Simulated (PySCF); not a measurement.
## Löwdin shares of the frontier orbitals

Species: CH10P2Si3.
Numbering: `[SiH3:1][CH2:2][SiH:3]1[PH:4][SiH2:5][PH:6]1` (hydrogens: H7, H8, H9 on Si1; H10, H11 on C2; H12 on Si3; H13 on P4; H14, H15 on Si5; H16 on P6)

Cartesian coordinates in Å at the PBE0-D3(BJ)/def2-SVP level; atoms count from 1:
```xyz
16
CH10P2Si3 angstrom
Si     2.883    0.096    0.525
C      1.343    0.636   -0.420
Si    -0.068   -0.603   -0.413
P     -0.800   -0.880    1.740
Si    -2.211    0.706    0.896
P     -1.916    0.372   -1.346
H      3.385   -1.203   -0.020
H      2.566   -0.084    1.973
H      3.964    1.120    0.391
H      0.984    1.590    0.003
H      1.615    0.836   -1.471
H      0.350   -1.877   -1.075
H     -1.703   -1.908    1.312
H     -3.626    0.601    1.363
H     -1.678    2.056    1.250
H     -2.638   -0.863   -1.260
```

Level of theory: TDDFT wB97X-D/def2-SVPD, vertical, gas phase, core orbitals frozen in the response in PySCF 2.14.0, density-fitted response routines.

Frontier orbitals with the atoms that hold most of them (Löwdin shares over 4%, at most four atoms; ? is withheld):

| orbital | ε (eV) | atoms |
| --- | --- | --- |
| LUMO+2 | 1.26 | Si5 22%, P6 19%, Si3 12%, P4 9% |
| LUMO+1 | 1.15 | Si5 19%, Si3 18%, P4 18%, P6 8% |
| LUMO | ? | P6 20%, Si5 19%, P4 18%, Si3 17% |
| HOMO | -8.44 | ? |
| HOMO-1 | -9.58 | ? |
| HOMO-2 | -10.24 | P4 28%, P6 20%, Si5 16%, Si3 14% |
| HOMO-3 | -10.66 | P6 19%, P4 16%, C2 13%, Si3 11% |

**Question.** Give the leading atoms of the HOMO.

**Answer.** P4 (bonded to 2 Si and H) 40%; P6 (bonded to 2 Si and H) 39%; Si3 (bonded to C, 2 P and H) 7%; Si5 (bonded to 2 P and 2 H) 6%. By element: phosphorus 79%, silicon 13% or more.

**Question.** Give the leading atoms of the HOMO-1.

**Answer.** P6 (bonded to 2 Si and H) 21%; Si3 (bonded to C, 2 P and H) 18%; Si5 (bonded to 2 P and 2 H) 17%; P4 (bonded to 2 Si and H) 15%. By element: phosphorus 36%, silicon 35% or more.

**Question.** What is the LUMO energy, and the HOMO–LUMO gap?

**Answer.** ε(LUMO) = 0.95 eV; the gap is 9.39 eV (0.3450 hartree).

**Question.** The HOMO–LUMO gap is 9.39 eV. Where does the response calculation put the lowest singlet, and from which orbitals?

**Answer.** S1 is at 5.11 eV (f = 0.0001), 4.28 eV below the gap, made of HOMO→LUMO (94%). Without the coupling terms of the response equations the lowest excitation would equal the gap.

**Question.** Give energy, strength and leading configuration of S1 and S2, and follow the Löwdin shares of the leading atoms from the occupied to the empty orbital.

**Answer.** 
- S1 (5.11 eV, f 0.0001), HOMO→LUMO (94%): P4 40% → 18%, P6 39% → 20%, Si5 6% → 19%
- S2 (5.34 eV, f 0.0016), HOMO→LUMO+1 (71%): P4 40% → 18%, P6 39% → 8%, Si5 6% → 19%, Si3 7% → 18%

One conformer stands for the species.
